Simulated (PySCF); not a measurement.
C5H9BO2.
Atom-mapped SMILES: `[CH:1]#[C:2][C@@H:3]([CH2:4][CH3:5])[B:6]([OH:7])[OH:8]` (hydrogens: H9 on C1; H10 on C3; H11, H12 on C4; H13, H14, H15 on C5; H16 on O7; H17 on O8)

Structure used (PBE0-D3(BJ)/def2-SVP), in Å, numbered top down from 1:
```xyz
17
C5H9BO2 angstrom
C      1.7945    2.4353   -0.1028
C      1.0294    1.5310    0.1639
C      0.1713    0.3843    0.4248
C     -1.0813    0.3954   -0.4856
C     -2.1555   -0.5935   -0.0659
B      1.0392   -0.9544    0.2778
O      2.2967   -0.9436   -0.2321
O      0.4958   -2.1369    0.6685
H      2.4418    3.2649   -0.3191
H     -0.1693    0.4344    1.4763
H     -1.4970    1.4165   -0.4839
H     -0.7688    0.2028   -1.5262
H     -3.0138   -0.5490   -0.7531
H     -1.7748   -1.6240   -0.0526
H     -2.5270   -0.3663    0.9463
H      2.5765   -0.0422   -0.4462
H      1.1103   -2.8657    0.5233
```

Linear response at B3LYP/def2-SVPD (PySCF, frozen core in the response, non-relativistic).

Static isotropic polarisability: 80.92 au (11.99 Å³), principal values 63.0, 77.3, 102.4 au.

Q: What is the polarisability at 1064 nm and at the sodium D line?

A: 81.57 au at 1064 nm (+0.8 %), 83.11 au at 589.3 nm (+2.7 %). The rise at 589.3 nm is 3.35 times that at 1064 nm; a pure ω² law gives 3.26. The lowest singlet lies at 191 nm, shorter than both wavelengths.

Q: What is the isotropic C6 coefficient between two such molecules, C6 = (3/π)∫α(iω)² dω?

A: 2752 au (Eh·bohr⁶) by a ten-point quadrature over imaginary frequencies, which is 1640 eV·Å⁶ or 159 J·nm⁶/mol.

Q: Which effective excitation energy ω̄ makes London's formula C6 = (3/4)α²ω̄ exact here?

A: ω̄ = 4·C6/(3α²) = 0.560 Eh = 15.2 eV. A one-pole form α(ω) = α/(1 − ω²/ω̄²) fitted to the 1064 nm value gives 13.0 eV. London's choice of the ionisation energy (9.80 eV, ΔSCF at the same level) gives C6 = 1770 au, 36 % too low.

Q: How many electrons N does the Slater–Kirkwood formula C6 = (3/4)·√N·α^(3/2) need to give this C6?

A: N = (4·C6/3)²/α³ = 25.4; the species has 60 electrons in all.

Q: What molar refraction at the D line follows from R = (4π/3)·N_A·α′, with α′ the polarisability volume?

A: α′ = 12.32 Å³ gives R = 31.07 cm³/mol, for isolated, non-vibrating species.

Q: What three-body coefficient follows from the one-pole estimate C9 = (3/4)·α·C6?

A: 167000 au. This is an estimate from the two numbers above, not a computed integral.

Q: The lowest 10 singlets have (eV, f): 6.48, 0.001; 6.59, 0.011; 6.64, 0.008; 6.84, 0.006; 6.95, 0.005; 7.34, 0.015; 7.48, 0.012; 7.54, 0.065; 7.63, 0.022; 7.86, 0.022. What share of the static polarisability do they carry in the sum over states α = Σ f/ω²?

A: 2.28 au, 2.8 % of α; the largest term, 0.85 au, is that of the state at 7.54 eV. Their oscillator strengths add up to 0.17. Higher states carry the rest.

Q: How anisotropic is the static polarisability, by Δα² = ½[(α1 − α2)² + (α2 − α3)² + (α3 − α1)²]?

A: Δα = 34.5 au, or 0.43 of the isotropic value.

Q: What n − 1 at the D line would an ideal gas of it have at 273.15 K and 1 atm (2.6868 × 10¹⁹ cm⁻³), by n − 1 = 2π·N·α′?

A: 20.79 × 10⁻⁴, a formal value whether or not that pressure can be reached.

Hardware: one thread of an Arm Neoverse V2, shared host with 96 logical CPUs at a one-minute load of 59. Cost: 3.2 min, 1.1 GiB resident at most. This is the whole response run at B3LYP/def2-SVPD, SCF included.

One conformer stands for the species.
